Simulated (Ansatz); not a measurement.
Harmonic frequencies (cm⁻¹) at PBE0-D4/def2-TZVP from Ansatz: 29, 49, 142, 166, 263, 392, 526, 570, 630, 668, 672, 758, 847, 879, 1007, 1073, 1078, 1221, 1262, 1421, 1437, 1440, 1918, 2550, 2618, 3033, 3047, 3104, 3132, 3134.

Each molecule was computed in one conformer, which needn't be the lowest.

Which molecule is it?
A. `B[CH2][AlH][CH3]`
B. `C[B](C)[AlH2]`
C. `CC[BH][AlH2]`
D. `[BH2][Al]([CH3])[CH3]`

A.
